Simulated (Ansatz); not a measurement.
Input for Ansatz (a quantum-chemistry and plane-wave program): R-PBE0/def2-TZVPP on C8H18 (SMILES CCCCCCCC).

Ansatz 0.2 input:
```yaml
crystal:
  periodic: [false, false, false]
  atoms:
    - {symbol: C, position_ang: [-4.29346109, 0.56333177, -0.11653285]}
    - {symbol: C, position_ang: [-3.09286089, -0.36166257, -0.30933906]}
    - {symbol: C, position_ang: [-1.74748082, 0.34125562, -0.12059948]}
    - {symbol: C, position_ang: [-0.53956330, -0.57597969, -0.31166881]}
    - {symbol: C, position_ang: [0.80505164, 0.12861298, -0.12832094]}
    - {symbol: C, position_ang: [2.00882018, -0.79724235, -0.31635448]}
    - {symbol: C, position_ang: [3.37340589, -0.10654340, -0.20879872]}
    - {symbol: C, position_ang: [3.68206807, 0.47442797, 1.17202901]}
    - {symbol: H, position_ang: [-4.26987468, 1.40164864, -0.83280142]}
    - {symbol: H, position_ang: [-5.24637849, 0.02946193, -0.25928859]}
    - {symbol: H, position_ang: [-4.30298746, 0.99828570, 0.89691826]}
    - {symbol: H, position_ang: [-3.16034127, -1.20931036, 0.39649883]}
    - {symbol: H, position_ang: [-3.12822095, -0.80976247, -1.31890369]}
    - {symbol: H, position_ang: [-1.67733391, 1.18948978, -0.82677250]}
    - {symbol: H, position_ang: [-1.70925603, 0.79026234, 0.88937945]}
    - {symbol: H, position_ang: [-0.58066403, -1.02849386, -1.31975109]}
    - {symbol: H, position_ang: [-0.60755919, -1.42153599, 0.39763677]}
    - {symbol: H, position_ang: [0.87778098, 0.96895281, -0.84382841]}
    - {symbol: H, position_ang: [0.83490038, 0.58642791, 0.87601450]}
    - {symbol: H, position_ang: [1.95574204, -1.61618582, 0.42531538]}
    - {symbol: H, position_ang: [1.93077431, -1.28291684, -1.30546469]}
    - {symbol: H, position_ang: [3.43278022, 0.69556462, -0.96704140]}
    - {symbol: H, position_ang: [4.15974151, -0.83315447, -0.47740036]}
    - {symbol: H, position_ang: [4.69555099, 0.90469013, 1.20760929]}
    - {symbol: H, position_ang: [2.97694165, 1.27393382, 1.44944278]}
    - {symbol: H, position_ang: [3.62272426, -0.30355820, 1.95202220]}
basis:
  gaussian:
    orbitals: def2-TZVPP
hamiltonian:
  xc: {name: PBE0}
scf: {lower_state_search: off}
```

Output:

```
WARN ansatz: RAYON_NUM_THREADS=8 ignored (pool sized by the plan → 8); use --threads N
Functional definition: PBE0
these checks for a lower state are left out or cut short: stability, starts, cluster_reference, orbital_swaps, neighbouring_geometries, increment
integrals: 0.79 GiB planned
2502 factors; their error is unknown
mean field: 6.31 GiB planned
mean field evaluation 1: about -8563.8862 eV, gradient 8.9e1 eV
mean field evaluation 2: about -8555.6891 eV, gradient 1.0e2 eV
mean field evaluation 4: about -8583.1131 eV, gradient 2.9e0 eV
mean field evaluation 8: about -8583.1315 eV, gradient 4.5e-2 eV
mean field evaluation 16: about -8583.0851 eV, gradient 8.3e-5 eV
mean field -8583.08505666 eV, -315.4225580082 hartree, gradient 2.0e-6 eV, S^2 0.000000; 0 other end points of the search recorded, 0 dependent functions left out
reference -8583.08510684 eV, -315.4225598523 hartree; 33, 33 occupied and 467, 467 virtual orbitals, 2502 factors
Total energy: -8583.08510684 eV, -315.4225598523 hartree
Checks for a lower state left out: stability, starts, cluster_reference, orbital_swaps, neighbouring_geometries, increment
```

The calculation finished and met its thresholds.

Cost: about 28 core-seconds (a rough figure).
